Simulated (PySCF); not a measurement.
# Phosphorus: a sound run and one with changed settings

Sound run: P⁺ [Ne] 3s2 3p2, P²⁺ [Ne] 3s2 3p1. All numbers are calculated (PySCF 2.14, the spin-free X2C one-electron Hamiltonian (Gaussian nucleus), in x2c-TZVPall (5s5p2d1f, 37 functions)). In the sound run the correlated levels freeze [Ne]. The sound run starts from symmetry-adapted Hartree-Fock orbitals and uses a fine grid where one is needed.

A second run was set up differently.

```json
{"species": "P⁺", "method": "MP2", "sound run (hartree)": "-341.22274", "changed run (hartree)": "-341.16863", "converged": "yes"}
{"species": "P⁺", "method": "CCSD(T)", "sound run (hartree)": "-341.24555", "changed run (hartree)": "-341.17150", "converged": "yes"}
```

Ionisation energy of P⁺:

| method | sound run (eV) | changed run (eV) |
| --- | --- | --- |
| UHF | 19.151 | 19.151 |
| MP2 | 19.583 | 19.324 |
| SCS-MP2 | 19.495 | 19.209 |
| CCSD | 19.624 | 19.402 |
| CCSD(T) | 19.658 | 19.402 |
| CCSDT | n/a | 19.402 |
| FCI | n/a | 19.402 |

(1) What was changed?
A. too few SCF iterations
B. basis contracted for another Hamiltonian
C. a valence shell is frozen
D. minimal basis

## Answers

(1) C. Freezing a valence shell removes pair correlation that changes on ionisation.
